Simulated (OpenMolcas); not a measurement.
**Ga+: RASPT2 settings compared**

* Program: OpenMolcas
* Basis: ANO-R1 [5s4p3d1f]
* Scalar Hamiltonian: X2C, finite nucleus
* Active space: 2 electrons in 9 orbitals (RAS2 4s 4p; RAS3 4d, at most 2 electrons)
* State averaging: 2S+1 = 3 even, 3 roots (0 in the spin-orbit step); 2S+1 = 1 even, 1 root; 2S+1 = 3 odd, 3 roots; 2S+1 = 1 odd, 3 roots
* Spin-orbit coupling: state interaction with AMFI integrals over the reference wave functions, term energies averaged over their components

Methods on the same reference wave functions:
A. RASSCF
B. SS-RASPT2, IPEA 0.5 Eh, sigma1 regulariser 0.05 Eh (closed shells correlated: none)
C. XMS-RASPT2, IPEA 0.75 Eh, no level shift (closed shells correlated: none)
D. XMS-RASPT2, IPEA 0.1 Eh, sigma1 regulariser 0.15 Eh (closed shells correlated: 3s 3p 3d)

Energies in cm-1 above 4s2 1S0, the measured ground level; measured values from NIST Handbook of Basic Atomic Spectroscopic Data.

| Level | A | B | C | D | Measured |
| --- | --- | --- | --- | --- | --- |
| 4s2 1S0 | 0.0 | 0.0 | 0.0 | 0.0 | 0.0 |
| 4s 4p 3P* 0 | 45280 | 45180 | 45170 | 46890 | 47368 |
| 4s 4p 3P* 1 | 45714 | 45620 | 45610 | 47330 | 47814 |
| 4s 4p 3P* 2 | 46609 | 46510 | 46500 | 48220 | 48750 |
| 4s 4p 1P* 1 | 72246 | 71520 | 71470 | 71590 | 70701 |

Deviations, from unrounded energies. A percentage is the sum of absolute deviations over the sum of measured energies, with the sign that they share, or ± where signs differ.

```json
{"Against measurement": "mean absolute deviation (cm-1)", "Levels": "4", "A": "2000", "B": "1900", "C": "1900", "D": "600"}
{"Against measurement": "other configurations (%)", "Levels": "4", "A": "±3.7", "B": "±3.5", "C": "±3.5", "D": "±1.1"}
```

D lies closest to measurement on these levels and A furthest from it. The largest miss of D in the table is 4s 4p 1P* 1, by +890 cm-1. The ranking rests on the paired levels alone, and a cruder setting can come out closer through cancelling errors.

Among B to D the level of the table that moves most is 4s 4p 3P* 0, by 1700 cm-1 (lowest in C, highest in D). Moves below CASPT2's spread within the term are not significant.

The lowest spin-free term lies below A's lowest term by 0.000 hartree in B, 0.000 hartree in C, 0.481 hartree in D.

CASPT2 breaks the degeneracy within a term, and the mean is taken; among the terms shown or strongly mixed into the levels shown the widest spread is 13 cm-1 (4s 4p 1P*, D). Some high roots are left out of the spin-orbit mixing, which shifts the levels that they would mix with. Active for correlation alone: 4d; no level in the range computed is led by a configuration that fills it, so any true level of that kind is missing. Without dynamic correlation excited terms often stand tens of per cent too high (terms of higher spin than the ground term too low), and those without a measured partner can miss by more than the paired ones (holds for A). Computed and measured levels are paired by configuration, term and J; levels that our copy of the source lacks, or whose pairing is in doubt (as where it misses far off the trend of its configuration), stay unpaired and out of the deviations. Levels of configurations outside the active space are missing.

* marks odd parity.
